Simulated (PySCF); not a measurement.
BaCl, SMILES [Cl][Ba], multiplicity 2.

Coordinates come from a PBE0-D3(BJ)/def2-TZVPD optimisation. The spin state was assumed, not searched. The def2 effective core potentials stand for the cores of Ba; spin–orbit coupling is left out.

Two levels are set side by side: PBE/def2-TZVPD (PySCF) and B3LYP/def2-TZVPD (PySCF). Same geometry, gas phase. Differences are taken from unrounded values.

| quantity | B3LYP |
|---|---|
| α-spin orbital gap (eV) | 2.26 |
| β-spin orbital gap (eV) | 5.32 |
| dipole moment (D) | 5.14 |
| mean polarisability (bohr³) | 232.3 |

Question: What does PBE give, and how far is it from B3LYP? (An estimate is asked for; the answer gives what the named calculation found.)

Answer: 
```csv
quantity,PBE,PBE minus B3LYP
α-spin orbital gap (eV),1.25,-1.02
β-spin orbital gap (eV),4.18,-1.14
dipole moment (D),4.87,-0.27
mean polarisability (bohr³),263.2,30.8
```

PBE's more diffuse valence density responds more strongly to a field. Differences between two approximate levels are no errors against the true value.

Rough cost on one machine, each run with all the roots and properties that it gave: B3LYP against PBE within a factor of 2.
